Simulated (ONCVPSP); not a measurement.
# Transferability test, ONCV potential for Cu (Z = 29)

copper (Cu), optimised norm-conserving Vanderbilt (ONCV), made with ONCVPSP 4.0.1 (PBE, fully relativistic). Core [Ne], reference 3s2 3p6 3d10 4s0.5 (charge +0.5). Waves: 3s+4s: rc 1.25 bohr, ncon 3, nbas 7, qcut 9.6 1/bohr, 2 projectors; 3p: rc 1.20 bohr, ncon 5, nbas 8, qcut 14.5 1/bohr, 2 projectors, debl 2.5 Ha; 3d: rc 1.60 bohr, ncon 4, nbas 9, qcut 11.1 1/bohr, 2 projectors, debl 1.2 Ha. Local part: polynomial inside 1.00 bohr (lpopt 5, dvloc0 0 Ha). Core correction: Teter function, fcfact 3.75, rcfact 1.25.

Open shells are filled in proportion to 2j + 1.

In the p channel the program set the typed energies aside and used -2.770, 0.250 Ha (j = l + 1/2; the other j can differ).

Energies are relative to the spin-unpolarised reference configuration 3s2 3p6 3d10 4s0.5; without spin polarisation the order of configurations can differ from experiment.

```csv
valence configuration,charge,ΔE all-electron (eV),error AE − PS (meV)
3s2 3p6 3d10 4s1,0,-3.164,-0.6
3s2 3p6 3d10 4s0,+1,4.986,+2.0
3s2 3p6 3d9 4s0,+2,26.320,+15
3s2 3p6 3d9 4s1 4p1,0,3.649,+43
```
